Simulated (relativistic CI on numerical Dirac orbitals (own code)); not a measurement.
# The 4f ions of charge 3+

These numbers are calculated, not measured: Dirac-Coulomb-Breit CI, separate exchange-only KLI orbitals for each configuration, model QED (radiative potential, 1s self-energy scaled to tabulated hydrogen-like ionisation energies), unscaled Slater integrals (own radial code, finite nucleus).

Each species is treated in one configuration, given outside its closed core, with all valence electrons in the open shell. Radial values are for the open shell of highest l, unscaled and averaged over j; ζ includes the Breit term. Labels give the leading LS character, summed over repeated terms.

```
 Ion  Configuration  Its lowest level  LS weight (%)  ζ (cm⁻¹)  Next level  E (cm⁻¹)  ⟨r⟩ (bohr)  ⟨r²⟩ (bohr²)
Ce3+             4f            ²F°5/2            100     607.8      ²F°7/2    2139.1       1.068         1.467
Pr3+            4f²               ³H4             98     730.1         ³H5    2063.3       1.018         1.331
Nd3+            4f³            ⁴I°9/2             98     862.2     ⁴I°11/2    1815.3      0.9751         1.221
Pm3+            4f⁴               ⁵I4             98      1005         ⁵I5    1436.1      0.9381         1.131
Sm3+            4f⁵            ⁶H°5/2             97      1160      ⁶H°7/2    994.88      0.9053         1.054
Eu3+            4f⁶               ⁷F0             95      1326         ⁷F1    352.81      0.8759        0.9875
Gd3+            4f⁷            ⁸S°7/2             98      1506      ⁶P°7/2     37723      0.8493        0.9294
Tb3+            4f⁸                 ?              ?         ?           ?         ?           ?             ?
Dy3+            4f⁹           ⁶H°15/2             95      1909     ⁶H°13/2    3418.1      0.8025        0.8321
Ho3+           4f¹⁰               ⁵I8             94      2133         ⁵I7    4992.5      0.7817        0.7908
Er3+           4f¹¹           ⁴I°15/2             98      2373     ⁴I°13/2    6412.9      0.7624        0.7534
Tm3+           4f¹²               ³H6             99      2630         ³F4    6728.9      0.7444        0.7194
Yb3+           4f¹³            ²F°7/2            100      2904      ²F°5/2     10208      0.7274        0.6882
```

Fill in the row of Tb3+.

Its lowest level ⁷F6; LS weight (%) 96; ζ (cm⁻¹) 1700; Next level ⁷F5; E (cm⁻¹) 2006.9; ⟨r⟩ (bohr) 0.8249; ⟨r²⟩ (bohr²) 0.878.

With one configuration, terms of near-neutral atoms and ions can be 10 to 25 % off, and close levels can change places.

At low charge ζ of a weakly bound d or f electron comes out too small.
